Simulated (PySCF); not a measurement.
SnF₂, SMILES [F][Sn][F] (connectivity only; charge and spin as stated), neutral, multiplicity 1. Atoms are numbered in the order given.

```xyz
3

Sn     0.0000     0.0000     0.3444
F      0.0000    -1.4502    -0.9566
F      0.0000     1.4502    -0.9566
```
Charge 0, spin multiplicity 1.

Geometry optimised at B3LYP-D3(BJ)/def2-TZVP. The isomer is the one that the SMILES or the coordinates give; other isomers of the formula were not compared. The def2 effective core potentials stand for the cores of Sn; spin–orbit coupling is left out.

Method: PBE0/def2-TZVPD run with PySCF.

Mulliken values depend strongly on the basis, most of all with diffuse functions as here. ESP charges are fitted to the potential on shells at 1.4 to 2.0 van der Waals radii. Atomic charges (e):

```tsv
atom	ESP fit	Mulliken
Sn1	0.68	1.11
F2	-0.34	-0.55
F3	-0.34	-0.55
```
